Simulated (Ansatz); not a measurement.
Consider the formal exchange of groups at the Sn–C bond: `[BH2][SnH2][C]#C` + SiH₄ → `[BH2][SnH2][SiH3]` + `C#C`.

Gas-phase electronic energies from Ansatz, PBE0-D4/def2-TZVP geometries. CCSD(T)/CBS adds triple-zeta CCSD(T) − MP2 to the extrapolated MP2 energy (def2 sets, frozen cores). This one scheme is used for every species. DFT in def2-TZVPP. B3LYP here is the variant with VWN-RPA as its local correlation; programs differ in this. def2 core potentials past Kr. For Sn outer-core shells are correlated without core-valence functions, which leaves a few kJ/mol of doubt a bond.

`[BH2][SnH2][C]#C`:

Cartesian coordinates in Å:
```
B 1.886 0.824 -0.181
Sn -0.075 0.395 0.820
C -1.282 -0.822 -0.375
C -1.955 -1.525 -1.088
H 2.694 1.509 0.368
H 2.137 0.377 -1.257
H -0.973 1.816 1.123
H 0.121 -0.428 2.304
H -2.553 -2.147 -1.715
```

SiH₄:

```xyz
5

Si    0.000    0.000    0.000
H     1.159   -0.926   -0.048
H    -0.697   -0.147    1.303
H    -0.939   -0.325   -1.103
H     0.477    1.398   -0.152
```

`[BH2][SnH2][SiH3]`:

Cartesian coordinates in Å:
```
B 0.162 1.586 -1.485
Sn -0.160 0.818 0.588
Si 0.020 -1.749 0.535
H -0.754 1.693 -2.244
H 1.261 1.840 -1.877
H -1.702 1.211 1.214
H 1.004 1.392 1.703
H 1.360 -2.161 0.039
H -0.178 -2.312 1.898
H -1.013 -2.318 -0.371
```

`C#C`:

```xyz
4

C    -0.034    0.339   -0.492
C     0.034   -0.339    0.492
H    -0.095    0.941   -1.368
H     0.095   -0.941    1.368
```

```
          level  ΔE (eV)
         B97M-V    -0.12
       B3LYP-D4    -0.16
           PBE0    -0.23
CCSD/def2-TZVPP    -0.05
```

Question: What does CCSD(T)/CBS give? (Estimate.)

Answer: Computed: -0.13 eV. The listed levels differ from it by 0.01, -0.03, -0.10, 0.08 eV.

Largest T1 diagnostic among the species: 0.014.

From BLYP to BHLYP (50 % exact exchange), in def2-TZVPP and without D4, ΔE moves by +0.07 eV. In def2-TZVPP, CCSD(T) changes the Hartree–Fock value by −0.08 eV (the triples alone add −0.00 eV) and MP2 by −0.06 eV. Leaving LDA and LC-ωPBE aside and taking each functional with its dispersion term where it has one, the values, not all of them listed here, spread over 0.18 eV, from PBE-D4 to B2PLYP. LDA lies −0.06 eV from PBE without D4.
